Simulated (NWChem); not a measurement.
Species: SiH4Te; SMILES [SiH3][TeH]

```xyz
6

Te    -0.0255     0.6401     0.0132
H      1.6377     0.6930    -0.0199
Si    -0.0157    -1.8655     0.0031
H      0.6830    -2.4150     1.2018
H      0.6269    -2.4060    -1.2305
H     -1.4552    -2.2564     0.0347
```
Atoms are numbered in this order, from 1.

Level: PBE0/def2-SVP with def2 effective core potentials on Te (NWChem), optimised geometry, unscaled harmonic frequencies. def2 effective core potentials on Te; no spin-orbit coupling.

```json
[
 {"frequency (cm⁻¹)": "139", "IR intensity (km/mol)": "0.9"},
 {"frequency (cm⁻¹)": "339", "IR intensity (km/mol)": "7.0"},
 {"frequency (cm⁻¹)": "444", "IR intensity (km/mol)": "11.6"},
 {"frequency (cm⁻¹)": "557", "IR intensity (km/mol)": "5.2"},
 {"frequency (cm⁻¹)": "666", "IR intensity (km/mol)": "15.1"},
 {"frequency (cm⁻¹)": "885", "IR intensity (km/mol)": "352.1"},
 {"frequency (cm⁻¹)": "922", "IR intensity (km/mol)": "45.4"},
 {"frequency (cm⁻¹)": "947", "IR intensity (km/mol)": "58.9"},
 {"frequency (cm⁻¹)": "2156", "IR intensity (km/mol)": "33.5"},
 {"frequency (cm⁻¹)": "2235", "IR intensity (km/mol)": "77.7"},
 {"frequency (cm⁻¹)": "2246", "IR intensity (km/mol)": "86.2"},
 {"frequency (cm⁻¹)": "2255", "IR intensity (km/mol)": "81.8"}
]
```

```
Item                                                                               Result
-----------------------------------------------------------------------  ----------------
zero-point energy                                                           19.7 kcal/mol
thermal correction to the enthalpy at 298.15 K (with zero-point energy)     23.2 kcal/mol
heat capacity Cv                                                         14.3 cal/(mol K)
entropy at 298.15 K and 1 atm (symmetry number 1)                        71.2 cal/(mol K)
```

Rigid rotor and harmonic oscillator.
